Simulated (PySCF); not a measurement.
A structure optimised at PBE-D3(BJ)/def2-SVP, used in a PySCF frequency run:

```
Hf
F 1 1.9099
F 1 1.9099 2 108.79
F 1 1.9099 2 108.79 3 -118.38
Cl 1 2.3568 2 110.14 3 120.81
```
Charge 0, spin multiplicity 1.

**Question.** Write its SMILES, formula and point group.

**Answer.** [F][Hf]([F])([F])[Cl], ClF3Hf, C3v

**Question.** What are its rotational constants (standard atomic weights)?

**Answer.** 2.7578, 1.6550, 1.6550 GHz
